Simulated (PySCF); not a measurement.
# Pt⁺: ionisation energy

Pt⁺ [Xe] 4f14 5d9 (2D) → Pt²⁺ [Xe] 4f14 5d8 (3F), as a difference of total energies. Calculation: PySCF 2.14, in def2-TZVP with the def2 core potential (60 electrons); a scalar-relativistic core potential. Correlated levels: valence: 5s2 5p6 frozen. The calculations carry no spin-orbit coupling.

```tsv
method	ionisation energy (eV)
UHF	16.924
M06-L	18.605
BP86	19.259
MP2 (valence)	18.414
SCS-MP2 (valence)	18.305
```

How much does correlation contribute at MP2 (valence)?

18.414 − (16.924) = 1.490 eV, measured against UHF.

The reference lies between the lowest fine-structure levels, while these numbers refer to the centres of the terms.

Errors of the correlated levels include the incompleteness of this basis and the frozen core.

For comparison: 18.56 ± 0.12 eV (measured; NIST Atomic Spectra Database, ionization energies).
